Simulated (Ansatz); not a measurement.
The same path of a periodic cell of 24 atoms, H₃C₈Cl (surface C(111), partly H-covered, underside capped with H, adsorbate Cl2) was run twice with different band settings. Lost on the way: C17–Cl23, C18–Cl24. Made: C17–Cl24, C18–Cl23.

The calculation used DFT PBEsol, scalar-relativistic, plane waves, PAW (Ansatz 0.2.0). Settings: PAW set soft_1, cutoff 420 eV, k mesh 3x3x1, gaussian smearing 0.05 eV, no spin polarisation.

Relaxed end points:

```xyz
24
Lattice="5.0487 0.0000 0.0000 2.5244 4.3723 0.0000 0.0000 0.0000 15.7764" Properties=species:S:1:pos:R:3
H 1.262 0.729 1.000
H 3.787 0.729 1.000
H 2.524 2.915 1.000
H 5.049 2.915 1.000
C 1.262 0.729 2.100
C 3.787 0.729 2.100
C 2.524 2.915 2.100
C 5.049 2.915 2.100
C 0.000 1.457 2.615
C 2.524 1.457 2.615
C 1.262 3.644 2.615
C 3.787 3.644 2.615
C 0.000 1.447 4.168
C 2.524 1.478 4.142
C 1.253 3.638 4.168
C 3.796 3.638 4.168
C 0.000 -0.034 4.662
C 2.524 0.035 4.653
C 1.248 2.184 4.635
C 3.800 2.184 4.635
H 1.246 2.184 5.734
H 3.803 2.184 5.734
Cl 0.000 -0.319 6.464
Cl 2.524 0.293 6.445
```

```xyz
24
Lattice="5.0487 0.0000 0.0000 2.5244 4.3723 0.0000 0.0000 0.0000 15.7764" Properties=species:S:1:pos:R:3
H 1.262 0.729 1.000
H 3.787 0.729 1.000
H 2.524 2.915 1.000
H 5.049 2.915 1.000
C 1.262 0.729 2.100
C 3.787 0.729 2.100
C 2.524 2.915 2.100
C 5.049 2.915 2.100
C 0.000 1.457 2.615
C 2.524 1.457 2.615
C 1.262 3.644 2.615
C 3.787 3.644 2.615
C 0.000 1.478 4.142
C 2.524 1.447 4.168
C 1.271 3.638 4.168
C 3.777 3.638 4.168
C 0.000 0.035 4.653
C 2.524 -0.034 4.662
C 1.276 2.184 4.635
C 3.773 2.184 4.635
H 1.279 2.184 5.734
H 3.770 2.184 5.734
Cl 2.524 -0.319 6.464
Cl 5.049 0.293 6.445
```

Common settings: force threshold 0.05 eV/Å; end points relaxed; atoms held 1 to 12.

| run | movable images | climbing image | spring | optimiser | start path | iteration limit |
| --- | --- | --- | --- | --- | --- | --- |
| 1 | 5 | yes | 2.0 to 10.0 eV/Å², energy-weighted | lbfgs | IDPP | 67 |
| 2 | 4 | from the first iteration | 5.0 eV/Å² | quadratic models (default) | default | 50 |

What does each run give, and how far can it be trusted?

Run 1: converged after 63 iterations, highest image 1.542 eV above the first end. By the program's own check the climbing image is of a kind that is not told: the force calls were inconclusive, a negative curvature could not be distinguished from the path's own, the only one lies far off the path, or fixed occupations may fill a level only in part (lowest curvatures found: -3.58 and 0.38 eV/Å²).
Run 2: converged after 20 iterations, highest image 1.542 eV above the first end. The order of the stationary point at the top wasn't checked.
Limits of this set-up: thin slab, slab without dipole correction, no dispersion correction for a molecule that may bind weakly, PAW files made for another functional.
